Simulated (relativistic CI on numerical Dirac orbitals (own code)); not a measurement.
**Sensitivity of the levels of Re XXXIII to α and to the nuclear radius**

Computed by Dirac-Coulomb-Breit CI, KLI orbitals optimised for each configuration, derivatives by finite differences, unscaled Slater integrals, QED left out (own radial code, finite nucleus).

Configuration list (outside the closed core [Ar] 3d10): 4s2 4p6 4d7, 4s2 4p5 4d8, 4s2 4p6 4d6 4f, 4s2 4p4 4d9, 4s 4p6 4d8, 4p6 4d9, 4s2 4p6 4d6 5s, 4s 4p5 4d9. Levels of other configurations are missing.

With x = (α/α₀)² − 1 an excitation energy changes as ω = ω₀ + qx; K = 2q/ω₀ is the relative enhancement. Terms are leading LS components, so labels can repeat. The field-shift factor is F = δν/δ⟨r²⟩ for the transition from the lowest level.

Lowest level 4s2 4p6 4d7 4F_9/2.

| Level | ω₀ (cm⁻¹) | q (cm⁻¹) | K | F (GHz/fm²) |
| --- | --- | --- | --- | --- |
| 4s2 4p6 4d7 2P_3/2 | 35932 | 161.3 | 0.00898 | -0.791 |
| 4s2 4p6 4d7 2D_5/2 | 55667 | 8567 | 0.308 | 0.215 |
| 4s2 4p6 4d7 4F_7/2 | 134751 | 148400 | 2.2 | 4.33 |
| 4s2 4p6 4d7 2H_9/2 | 162039 | 142800 | 1.76 | 4.33 |
| 4s2 4p6 4d7 4F_3/2 | 163443 | 149800 | 1.83 | 4.34 |
| 4s2 4p6 4d7 4P_5/2 | 170034 | 152600 | 1.79 | 4.55 |
| 4s2 4p6 4d7 4P_1/2 | 175452 | 147500 | 1.68 | 3.62 |
| 4s2 4p6 4d7 2H_11/2 | 191150 | 144600 | 1.51 | 4.76 |
| 4s2 4p6 4d7 2G_7/2 | 205548 | 152800 | 1.49 | 4.52 |
| 4s2 4p6 4d7 2F_5/2 | 222205 | 141400 | 1.27 | 4.32 |
| 4s2 4p6 4d7 2D_3/2 | 272949 | 158400 | 1.16 | 5.25 |
| 4s2 4p6 4d7 4F_5/2 | 295951 | 290900 | 1.97 | 8.34 |
| 4s2 4p6 4d7 4P_3/2 | 306812 | 288100 | 1.88 | 7.96 |
| 4s2 4p6 4d7 2P_1/2 | 323383 | 296900 | 1.84 | 7.8 |
| 4s2 4p6 4d7 2H_9/2 | 328909 | 293400 | 1.78 | 8.94 |
| 4s2 4p6 4d7 2F_7/2 | 338808 | 286500 | 1.69 | 8.37 |
| 4s2 4p6 4d7 2D_5/2 | 412119 | 292100 | 1.42 | 8.92 |
| 4s2 4p6 4d7 2D_3/2 | 475091 | 439400 | 1.85 | 12.3 |
| 4s2 4p5 4d8 4G°_11/2 | 1476406 | 197800 | 0.268 | 17 |
| 4s2 4p5 4d8 2D°_5/2 | 1491226 | 189100 | 0.254 | 15.7 |
| 4s2 4p5 4d8 4F°_9/2 | 1492727 | 173800 | 0.233 | 17.5 |
| 4s2 4p5 4d8 2F°_7/2 | 1509725 | 195800 | 0.259 | 15.1 |
| 4s2 4p5 4d8 2P°_1/2 | 1509980 | 173400 | 0.23 | 17.5 |

At this charge energies of transitions that change n are usually good to better than 1 %, and those within a shell (Δn = 0) to a few per cent. Terms inside the open d or f shell come out 10 to 20 % too wide with unscaled integrals.
